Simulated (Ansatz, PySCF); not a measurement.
H3IMgOSi. Atoms are numbered in the order given.

```xyz
7

Mg     0.0000     0.0000    -0.6766
I      0.0000     0.0000     1.8745
O      0.0000     0.0000    -2.4670
Si     0.0000     0.0000    -4.1106
H     -1.2092     0.6982    -4.6490
H      0.0000    -1.3963    -4.6490
H      1.2092     0.6982    -4.6490
```

Coordinates come from a B3LYP-D3(BJ)/def2-SVP optimisation. The structure was generated by enumeration; whether it is a known compound was not checked. The def2 effective core potentials stand for the cores of I; spin–orbit coupling is left out. Other conformers were not sampled.

Vertical ionisation energy (IE) and electron affinity (EA) in eV. Rows of orbital energies are one-electron estimates. Where ΔSCF, EOM or ADC give a negative EA the extra electron is unbound and the value depends on the basis.

| level | IE | EA |
|---|---|---|
| −ε(HOMO), −ε(LUMO), HF/def2-TZVP (PySCF) | 10.17 | -0.56 |
| −ε(HOMO), −ε(LUMO), PBE/def2-TZVP (PySCF) | … | … |
| ΔSCF, PBE0/def2-SVPD (Ansatz), final states of multiplicity 2 and 2 | 9.65 | 0.54 |
| ΔSCF, PBE/def2-SVPD (Ansatz), final states of multiplicity 2 and 2 | 9.13 | 0.65 |

Question: Fill in the missing entries. (Estimate from the structure and the level; the computed values follow.)

Answer: 
- −ε(HOMO), −ε(LUMO), PBE/def2-TZVP (PySCF), IE: 6.67
- −ε(HOMO), −ε(LUMO), PBE/def2-TZVP (PySCF), EA: 2.54

Question: What vertical singlet–triplet gap does ΔSCF give with PBE0/def2-SVPD (Ansatz, a first-principles code) and with PBE/def2-SVPD (Ansatz)? (Estimate from the structure and the level; the computed values follow.)

Answer: 4.70 and 4.16 eV (triplet above singlet where positive).
